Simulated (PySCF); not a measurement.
# HCoS, triplet: structure and spectrum

Method: PySCF, UPBE0, basis Co def2-TZVP, S def2-TZVP, H def2-TZVP (no relativity, density fitting).

The structure is a minimum.

```xyz
3
charge 0 multiplicity 3, angstrom
Co    0.2392    0.0000   -0.7246
S    -0.4652    0.0000    1.2777
H     0.7682    0.0000    1.8245
```

```json
{
  "Point group": "Cs",
  "Bond lengths": "Co–S 2.122 Å, S–H 1.349 Å",
  "Bond angles": "Co–S–H 94.5°",
  "Principal quadrupole moments (Buckingham, traceless) about the centre of mass": "-4.30, -0.39, 4.69 D Å",
  "Dipole moment": "4.24 D",
  "Heat capacity Cp at 298.15 K": "44.2 J/(mol K)",
  "Principal polarisabilities": "36.7, 37.9, 65.4 bohr³",
  "Highest occupied level (β)": "-5.86 eV",
  "Atomisation energy without zero-point energy": "654 kJ/mol",
  "Entropy at 298.15 K and 1 bar (electronic part: spin only)": "269.7 J/(mol K)",
  "Rotational constants": "9.573, 0.1763, 0.1731 cm⁻¹",
  "Zero-point energy": "21.6 kJ/mol",
  "Lowest empty level (α)": "-2.51 eV",
  "Spin squared ⟨S²⟩": "2.030",
  "Rotational symmetry number": "1",
  "Enthalpy at 298.15 K above 0 K": "11.24 kJ/mol"
}
```

Harmonic modes (masses in u: Co 58.933, S 31.972, H 1.008):
| symmetry | ω (cm⁻¹) | IR (km/mol) | μ (u) |
| --- | --- | --- | --- |
| a' | 389 | 16.6 | 19.14 |
| a' | 558 | 4.7 | 1.07 |
| a' | 2660 | 1.9 | 1.04 |

Charges (e):
```tsv
atom	Mulliken	Löwdin	polar tensor	spin (Mulliken)	Mayer order to Co1
Co1	0.39	0.03	0.49	1.98	–
S2	-0.54	-0.07	-0.51	0.03	1.15
H3	0.15	0.04	0.02	-0.01	0.02
```
Other Mayer orders above 0.3: S–H 0.94.

Mulliken populations on Co1: s 6.64, p 12.13, d 7.85, f 0.00.

Outer orbital energies (eV). α occupied: -10.78, -9.35, -8.90, -8.88, -7.88, -7.73, -6.79, -6.38; empty: -2.51, 1.22, 1.79, 1.99. β occupied: -19.01, -10.60, -8.26, -7.01, -6.52, -6.42, -5.86; empty: -2.14, -0.53, -0.42, 1.39.

Other isomers or separated fragments may lie lower. Open d and f shells are described by one determinant, and the ground state may have another occupation or spin.

The final relaxation and frequency run took 91 s on 2 threads of a shared Arm Neoverse N1 host, with 88 basis functions and 13 gradients; the process peaked at 0.83 GiB. Launch command: `OMP_NUM_THREADS=2 python axn.py task.json out`.
